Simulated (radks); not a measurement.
Results of a calculation; reference values are marked as such.
Neutral osmium, configuration [Xe] 4f14 5d6 6s2 (the NIST ground configuration).

Level of theory: scalar-relativistic Kohn-Sham, PBE, spin-unpolarised, spherical densities, point nucleus (a radial shooting solver on a logarithmic mesh with Libxc functionals).

Energy parts (Ry):
part                       energy
total                 -34507.7072
kinetic                38256.9827
electron-nucleus      -85532.5449
Hartree                13444.1638
exchange-correlation    -676.3088

Orbitals (lengths in bohr, moments of r in powers of bohr; <r^-3> diverges for s and p1/2):
| orbital | occ. | eigenvalue (Ry) | <r^2> | <r^-3> |
|---|---|---|---|---|
| 1s | 2 | -5430.147 | 0.0004332 | - |
| 2s | 2 | -945.6988 | 0.006639 | - |
| 2p | 6 | -823.3598 | 0.005532 | 21900 |
| 3s | 2 | -220.0785 | 0.04298 | - |
| 3p | 6 | -184.1637 | 0.04388 | 4936 |
| 3d | 10 | -144.0773 | 0.03637 | 625.9 |
| 4s | 2 | -46.44500 | 0.2104 | - |
| 4p | 6 | -34.66784 | 0.2400 | 1162 |
| 4d | 10 | -20.05490 | 0.2767 | 127.2 |
| 4f | 14 | -3.82036 | 0.3822 | 22.94 |
| 5s | 2 | -6.72896 | 1.136 | - |
| 5p | 6 | -3.73666 | 1.550 | 179.9 |
| 5d | 6 | -0.45975 | 4.000 | 9.280 |
| 6s | 2 | -0.45179 | 10.18 | - |
| 6p | 0 | -0.09328 | 26.20 | 7.762 |

The highest occupied level is 6s at -6.147 eV. Summed over all electrons, <r^2> = 66.67 bohr^2, which gives a Langevin (diamagnetic) susceptibility term of -52.8 x 10^-6 cm^3/mol. For comparison, the ionisation energy in NIST's Atomic Spectra Database is 8.438 eV (measured). In exact Kohn-Sham theory the highest level is minus the ionisation energy, but local and semilocal functionals leave it too shallow, through self-interaction and a potential that decays too fast; potentials with the right tail come closer.

Beside tabulated values, note that spin-unpolarised runs miss the spin-polarisation part of the exchange energy of open shells.
